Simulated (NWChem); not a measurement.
## Basis-set convergence for C$_{2}$H$_{4}$ClF

```xyz
8

C     -1.5028    -0.5767     0.2217
C     -0.0096    -0.4584     0.3365
F      0.5935    -1.3140    -0.5229
Cl     0.5291     1.2084    -0.0333
H     -1.8166    -0.3358    -0.8035
H     -1.8048    -1.6086     0.4556
H     -2.0005     0.1098     0.9190
H      0.3603    -0.6717     1.3510
```
Charge 0, spin multiplicity 1.

Program: NWChem. The geometry was optimised at PBE0/def2-SVP, a minimum by its harmonic frequencies.

Quantity: first vertical ionisation energy at the level G0W0@PBE0.

GW and range-separated runs recompute their integrals, the others keep them in memory, which bears on the times. The structure started from a generated list of species.

Costs are rough ratios of processor time within this set of runs, SCF included, with def2-SVP as 1.

```tsv
basis	functions	first vertical ionisation energy (eV)	relative cost
def2-SVP	80	10.63	1
def2-SVPD	122	10.73	under 3
def2-TZVPP	191	11.11	10
def2-TZVPD	196	11.05	10
```

Smallest basis within 0.1 eV of def2-TZVPD, the largest set run: def2-TZVPP, with 191 functions against 196. def2-TZVPD isn't the basis-set limit itself, and a small set can land close by cancellation.
